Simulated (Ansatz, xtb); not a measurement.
## C3H10GeS: 5 structures ranked

5 gas-phase structures of C3H10GeS, from a drawn sample of its isomers (lower ones may exist). Each was relaxed with GFN2-xTB; where two conformers were screened, the lower at r2SCAN-D4/def2-SVP is listed:

A. `C[C@@H](S)[CH2][GeH3]`, a singlet
B. `C[C](C)(S)[GeH3]`, a singlet
C. `CC[C@@H](S)[GeH3]`, a singlet
D. `SCC[CH2][GeH3]`, a singlet
E. `C[C@@H]([GeH3])CS`, a singlet

Task: Make a reasoned guess at their ranking by r2SCAN-D4/def2-SVP single-point energy.

Result: Calculated order at r2SCAN-D4/def2-SVP: B (0.0), A (0.3), D (1.6), C (2.0), E (2.0) kcal/mol. Less than 1 kcal/mol parts B and A; D and C; C and E, so the order within those pairs means little.

Energies above the lowest of each column, in kcal/mol; the last columns are at PBE-D3(BJ)/def2-SVP geometries:

```tsv
structure	GFN2-xTB	HF/STO-3G	r2SCAN-D4/def2-SVP	PBE-D3(BJ)/def2-SVP	CCSD(T)/def2-SVP + ΔMP2/def2-TZVPP
B	2.8	4.8	0.0	0.9	0.1
A	0.0	0.0	0.3	0.0	0.0
D	3.8	1.1	1.6	2.0	1.9
C	4.0	1.8	2.0	2.3	2.1
E	4.5	2.1	2.0	2.4	2.1
```

CCSD(T)/def2-SVP + ΔMP2/def2-TZVPP has A and B within 1 kcal/mol of each other at the bottom, and every level picks one of them. CCSD(T)/def2-SVP + ΔMP2/def2-TZVPP orders those it was run on as A (0.0), B (0.1), D (1.9), C (2.1), E (2.1) kcal/mol. Less than 1 kcal/mol parts A and B; D and C; C and E, so the order within those pairs means little. Flexible structures stand in one conformer each, not always the lowest. ΔMP2 is the change of the MP2 energy from the smaller to the larger basis.

Over these structures GFN2-xTB departs from r2SCAN-D4/def2-SVP by 0.9 kcal/mol on average once a common shift is removed. A GFN2-xTB relaxation took about 0.11 s and the r2SCAN-D4/def2-SVP energy about 1.8 s on a shared host (Ansatz 0.2.0, xtb 6.7.1).
